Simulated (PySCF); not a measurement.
C11H11N.
SMILES with atom numbers: `[cH:1]1[cH:2][cH:3][n:4]([C@H:5]2[C@H:6]3[CH:7]=[CH:8][C@@H:9]2[CH:10]=[CH:11]3)[cH:12]1` (hydrogens: H13 on C1; H14 on C2; H15 on C3; H16 on C5; H17 on C6; H18 on C7; H19 on C8; H20 on C9; H21 on C10; H22 on C11; H23 on C12)

Computed by this run: PBE0-D3(BJ)/def2-SVP geometry optimisation, gas phase (PySCF); density fitting, grid level 1; the optimiser is geomeTRIC in internal coordinates, started from a GFN2-xTB structure with every atom displaced at random (about 0.01 Å).

The end geometry, which sets the zero of energy:
```
atom  x, y, z in Å
C1      2.8102   -1.5456   -1.1347
C2      3.0673   -0.1588   -0.9727
C3      1.9568    0.3914   -0.3674
N4      1.0406   -0.6039   -0.1587
C5     -0.2334   -0.4718    0.5027
C6     -0.8674    0.9428    0.4694
C7     -1.1241    1.0571   -1.0393
C8     -1.4710   -0.1582   -1.4690
C9     -1.4466   -1.0904   -0.2542
C10    -2.5386   -0.6321    0.7121
C11    -2.1920    0.5838    1.1462
C12     1.5526   -1.7862   -0.6212
H13     3.4682   -2.2878   -1.5824
H14     3.9621    0.3830   -1.2728
H15     1.7505    1.4166   -0.0726
H16    -0.1640   -0.8606    1.5318
H17    -0.3048    1.7612    0.9357
H18    -1.0627    1.9820   -1.6124
H19    -1.7537   -0.4595   -2.4773
H20    -1.4120   -2.1659   -0.4677
H21    -3.4405   -1.1981    0.9468
H22    -2.7451    1.2434    1.8153
H23     0.9834   -2.7099   -0.5463
```

**Question.** These geometries come from the run, each turned onto the end geometry. Order them by energy, lowest first.
A.
```
atom  x, y, z in Å
C1      2.8828   -1.6048   -0.9834
C2      2.9878   -0.1956   -1.1398
C3      1.8511    0.3845   -0.6211
N4      1.0522   -0.6242   -0.1448
C5     -0.2435   -0.5071    0.4697
C6     -0.8541    0.9133    0.5564
C7     -1.1040    1.1704   -0.9363
C8     -1.4629    0.0049   -1.4794
C9     -1.4598   -1.0355   -0.3602
C10    -2.5541   -0.6509    0.6358
C11    -2.1908    0.5122    1.1869
C12     1.6711   -1.8288   -0.3692
H13     3.6065   -2.3662   -1.2869
H14     3.8210    0.3481   -1.5804
H15     1.5549    1.4269   -0.5432
H16    -0.2106   -0.9919    1.4575
H17    -0.2783    1.6756    1.0965
H18    -1.0388    2.1463   -1.4175
H19    -1.7480   -0.1949   -2.5120
H20    -1.4301   -2.0874   -0.6710
H21    -3.4660   -1.2222    0.8118
H22    -2.7412    1.1173    1.9095
H23     1.1904   -2.7575   -0.0673
```
B.
```
atom  x, y, z in Å
C1      2.8668   -1.5955   -0.9874
C2      2.9918   -0.1920   -1.1550
C3      1.8604    0.3765   -0.6175
N4      1.0544   -0.6257   -0.1269
C5     -0.2432   -0.5040    0.4835
C6     -0.8586    0.9153    0.5622
C7     -1.0994    1.1708   -0.9308
C8     -1.4503    0.0046   -1.4774
C9     -1.4514   -1.0342   -0.3591
C10    -2.5531   -0.6537    0.6279
C11    -2.1962    0.5088    1.1823
C12     1.6738   -1.8312   -0.3492
H13     3.5878   -2.3729   -1.3198
H14     3.8203    0.3515   -1.6115
H15     1.5620    1.4212   -0.5366
H16    -0.2168   -0.9881    1.4710
H17    -0.2895    1.6819    1.1043
H18    -1.0355    2.1479   -1.4101
H19    -1.7297   -0.1958   -2.5129
H20    -1.4197   -2.0853   -0.6700
H21    -3.4661   -1.2251    0.7916
H22    -2.7627    1.1212    1.8991
H23     1.1905   -2.7636   -0.0464
```
C.
```
atom  x, y, z in Å
C1      2.8785   -1.5949   -0.9831
C2      3.0027   -0.1868   -1.1297
C3      1.8577    0.3786   -0.6119
N4      1.0472   -0.6283   -0.1567
C5     -0.2465   -0.5091    0.4634
C6     -0.8528    0.9129    0.5496
C7     -1.1074    1.1671   -0.9429
C8     -1.4709    0.0012   -1.4817
C9     -1.4660   -1.0368   -0.3595
C10    -2.5552   -0.6485    0.6400
C11    -2.1877    0.5157    1.1861
C12     1.6643   -1.8328   -0.3769
H13     3.6011   -2.3524   -1.2819
H14     3.8389    0.3571   -1.5648
H15     1.5598    1.4202   -0.5330
H16    -0.2094   -0.9907    1.4529
H17    -0.2735    1.6751    1.0862
H18    -1.0416    2.1412   -1.4278
H19    -1.7599   -0.2005   -2.5129
H20    -1.4389   -2.0892   -0.6687
H21    -3.4648   -1.2202    0.8258
H22    -2.7286    1.1183    1.9163
H23     1.1885   -2.7647   -0.0776
```
D.
```
atom  x, y, z in Å
C1      2.8805   -1.6113   -0.9746
C2      2.9517   -0.1978   -1.1710
C3      1.8032    0.3622   -0.6541
N4      1.0763   -0.6273   -0.1444
C5     -0.2411   -0.5245    0.4783
C6     -0.8467    0.9058    0.5777
C7     -1.0713    1.1587   -0.9002
C8     -1.4180    0.0152   -1.4580
C9     -1.4413   -1.0309   -0.3335
C10    -2.5541   -0.6349    0.6095
C11    -2.2064    0.5152    1.1630
C12     1.6799   -1.8170   -0.3364
H13     3.5520   -2.3125   -1.2834
H14     3.7510    0.3373   -1.6259
H15     1.5273    1.3823   -0.5907
H16    -0.1947   -0.9991    1.4746
H17    -0.2848    1.6671    1.1255
H18    -1.0118    2.1372   -1.3466
H19    -1.7068   -0.2053   -2.4671
H20    -1.4477   -2.0662   -0.6671
H21    -3.4677   -1.1991    0.7295
H22    -2.7325    1.1050    1.8438
H23     1.2388   -2.7276   -0.0376
```

**Answer.** C (0.004 eV), A (0.012 eV), B (0.022 eV), D (0.355 eV).

In the order of the answer:

```
step  E above end (eV)  largest force (eV/Å)  rms force component (eV/Å)  rms distance from end (Å)  rms bond change (Å)  bond most changed (Å)
   6             0.004                  0.04                       0.010                      0.237                0.002           C5–C9 +0.005
   2             0.012                  0.41                       0.080                      0.243                0.002           C5–C9 +0.006
   1             0.022                  1.07                       0.192                      0.246                0.006          C1–H13 +0.023
   0             0.355                  3.65                       0.855                      0.269                0.024          C1–H13 -0.070
```

What follows is the cost of the whole optimisation. Hardware: one thread of an Intel Xeon Platinum 8559C, shared host with 48 logical CPUs at a one-minute load of 19. Cost: 6.9 min, 0.97 GiB resident at most.
